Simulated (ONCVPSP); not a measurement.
## Potentials for tellurium (Te) compared

Generated with ld1.x 7.5 (TM, RRKJ, ultrasoft, PAW), atompaw 4.2 or ONCVPSP 4.0.1. The cutoff is in Ry: for ld1.x and atompaw files where the sum of valence levels is converged to 10 mRy in a Bessel basis, for ONCV files where the hardest occupied wave has 1 mHa per electron of residual kinetic energy. The error is the largest all-electron minus pseudo excitation energy over each file’s own four to seven test configurations (ionisations up to +4, promotions, holes and added fractions of an electron), all of which were solved. The labels leave out finer settings (local radius, basis sizes, second energies), which also bear on the numbers. Spin-polarised tests are not counted. The rows are a selection from randomly drawn settings: files with unsolved tests, undetermined cutoffs or missed reference levels are left out.

A true bound ghost makes a file unfit for plane-wave use even where its test errors are small: the radial tests pick states by their node count and pass the ghost by.

```csv
potential,cutoff (Ry),largest error (meV),bound ghosts
"ONCV, PBE, scalar-relativistic, rc 1.20/1.05/0.95 (spd), local smoothed, core correction yes, reference 4s2 4p6 4d10 5s2 5p4, qcut 11.4/11.3/11.5, projectors 3/2/2",126,-19,none
"ONCV, PBE, scalar-relativistic, rc 1.70/2.05 (sp), local smoothed, core correction yes, reference 5s2 5p4, qcut 3.4/4.2, projectors 2/2",25,-53,none
"ONCV, PBE, scalar-relativistic, rc 1.45/1.60/1.20 (spd), local smoothed, core correction yes, reference 4s2 4p6 4d10 5s2 5p4, qcut 10.5/7.2/11.2, projectors 2/2/2",98,-13,none
"ONCV, PBE, scalar-relativistic, rc 1.10/1.30/1.20 (spd), local smoothed, core correction yes, reference 4s2 4p6 4d10 5s2 5p4, qcut 12.3/10.4/13.5, projectors 2/2/2",109,-25,none
"ONCV, LDA (Perdew-Wang 92), scalar-relativistic, rc 1.20/1.10/1.55 (spd), local smoothed, core correction yes, reference 4s2 4p6 4d10 5s2 5p4, qcut 8.9/14.4/11, projectors 2/2/2",132,+27,none
```

(1) Fill in the row for Te: ONCV, PBE, scalar-relativistic, rc 1.30/1.60/1.15 (spd), local smoothed, core correction yes, reference 4s2 4p6 4d10 5s2 5p4, qcut 7.2/7.3/14.1, projectors 2/3/1.

(2) Fill in the row for Te: ONCV, PBE, scalar-relativistic, rc 1.50/2.15 (sp), local smoothed, core correction yes, reference 5s2 5p4, qcut 3.5/4.2, projectors 3/1.

Results:

(1) cutoff 112 Ry, largest error -476 meV, bound ghosts: none.

(2) cutoff 30 Ry, largest error +19 meV, bound ghosts: s.
